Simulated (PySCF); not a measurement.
Ligand exchange on a metal centre used in film growth or etching (Hf Br-H). Isolated molecules, 0 K electronic values unless said otherwise.

The charge on the central atom (Mulliken) from two functionals at the same geometries (TPSS-D3(BJ)/def2-SVP), both in PySCF: PBE-D3(BJ)/def2-TZVP and TPSSh-D3(BJ)/def2-TZVP. 

```tsv
species	PBE-D3(BJ)/def2-TZVP (e)
0 of 4 Br replaced by H ([Hf(Br)4])	1.04
1 of 4 Br replaced by H ([Hf(Br)3(H)])	0.92
2 of 4 Br replaced by H ([Hf(Br)2(H)2])	0.83
3 of 4 Br replaced by H ([Hf(Br)(H)3])	0.76
```

Q: What does TPSSh-D3(BJ)/def2-TZVP give for each?

A: 
- 0 of 4 Br replaced by H ([Hf(Br)4]): 1.20
- 1 of 4 Br replaced by H ([Hf(Br)3(H)]): 1.07
- 2 of 4 Br replaced by H ([Hf(Br)2(H)2]): 0.98
- 3 of 4 Br replaced by H ([Hf(Br)(H)3]): 0.90
Over these rows, drawn at random from the members with no instability flagged (it was tested for open shells, ions and some series alone), PBE minus TPSSh-D3(BJ): mean -0.15 e, from -0.16 e to -0.15 e.
